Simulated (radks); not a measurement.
Values are calculated unless marked as measured or tabulated.
Ba4+, 52 electrons, occupied as [Kr] 4d10 5s2 5p3 6s1 (not the ground configuration).

Level of theory: scalar-relativistic Kohn-Sham, PBEsol, spin-polarised, spherical densities, finite nucleus; open shells are filled with parallel spins first (spin-orbit coupling, left out, can overturn this in heavy ions); Fermi nuclear charge, rms radius 4.8378 fm (a radial shooting solver on a logarithmic mesh with Libxc functionals).

Energy parts (eV):
part                      energy
total                 -221159.81
kinetic                233444.44
electron-nucleus      -532901.00
Hartree                 83544.47
exchange-correlation    -5247.71

Orbitals (lengths in bohr, moments of r in powers of bohr; <r^-3> diverges for s and p1/2; r(90%) holds 90 % of the orbital's charge):
1s up: occ. 1; eigenvalue (eV) -37285.81; r(90%) 0.0461; <r> 0.02559; <1/r> 60.67
1s down: occ. 1; eigenvalue (eV) -37285.58; r(90%) 0.0461; <r> 0.02559; <1/r> 60.67
2s up: occ. 1; eigenvalue (eV) -5932.704; r(90%) 0.170; <r> 0.1098; <1/r> 13.95
2s down: occ. 1; eigenvalue (eV) -5932.581; r(90%) 0.170; <r> 0.1098; <1/r> 13.95
2p up: occ. 3; eigenvalue (eV) -5325.953; r(90%) 0.157; <r> 0.09621; <1/r> 13.27; <r^-3> 7022
2p down: occ. 3; eigenvalue (eV) -5325.764; r(90%) 0.157; <r> 0.09621; <1/r> 13.27; <r^-3> 7022
3s up: occ. 1; eigenvalue (eV) -1288.287; r(90%) 0.429; <r> 0.2921; <1/r> 5.041
3s down: occ. 1; eigenvalue (eV) -1288.090; r(90%) 0.429; <r> 0.2921; <1/r> 5.041
3p up: occ. 3; eigenvalue (eV) -1093.731; r(90%) 0.435; <r> 0.2900; <1/r> 4.783; <r^-3> 1381
3p down: occ. 3; eigenvalue (eV) -1093.510; r(90%) 0.435; <r> 0.2900; <1/r> 4.783; <r^-3> 1381
3d up: occ. 5; eigenvalue (eV) -810.8470; r(90%) 0.418; <r> 0.2666; <1/r> 4.534; <r^-3> 189.9
3d down: occ. 5; eigenvalue (eV) -810.6369; r(90%) 0.417; <r> 0.2666; <1/r> 4.535; <r^-3> 189.9
4s up: occ. 1; eigenvalue (eV) -288.9467; r(90%) 0.968; <r> 0.6735; <1/r> 2.087
4s down: occ. 1; eigenvalue (eV) -288.5182; r(90%) 0.967; <r> 0.6732; <1/r> 2.087
4p up: occ. 3; eigenvalue (eV) -226.0899; r(90%) 1.04; <r> 0.7148; <1/r> 1.922; <r^-3> 290.2
4p down: occ. 3; eigenvalue (eV) -225.6291; r(90%) 1.04; <r> 0.7140; <1/r> 1.924; <r^-3> 290.4
4d up: occ. 5; eigenvalue (eV) -134.7667; r(90%) 1.20; <r> 0.7975; <1/r> 1.660; <r^-3> 32.16
4d down: occ. 5; eigenvalue (eV) -134.1181; r(90%) 1.19; <r> 0.7936; <1/r> 1.666; <r^-3> 32.38
5s up: occ. 1; eigenvalue (eV) -75.7636; r(90%) 2.21; <r> 1.556; <1/r> 0.8496
5s down: occ. 1; eigenvalue (eV) -72.4242; r(90%) 2.20; <r> 1.548; <1/r> 0.8580
5p up: occ. 3; eigenvalue (eV) -59.0795; r(90%) 2.49; <r> 1.744; <1/r> 0.7501; <r^-3> 49.52
5p down: occ. 0; eigenvalue (eV) -55.5685; r(90%) 2.51; <r> 1.745; <1/r> 0.7521; <r^-3> 50.15
6s up: occ. 1; eigenvalue (eV) -30.4357; r(90%) 4.42; <r> 3.166; <1/r> 0.4133

The highest occupied level is 6s up at -30.436 eV. The configuration is held as typed, so some empty levels lie below it. The density falls to 0.001 e/bohr^3 at r = 4.19 bohr. The spin density at the nucleus is 35.91 e/bohr^3 (1s -0.83, 2s 0.27, 3s 0.11, 4s 0.34, 5s -4.44, 6s 40.47). The electron density at the nucleus is 3.339e+05 e/bohr^3 (large components only). Summed over all electrons, <r^2> = 40.28 bohr^2, which gives a Langevin (diamagnetic) susceptibility term of -31.9 x 10^-6 cm^3/mol.
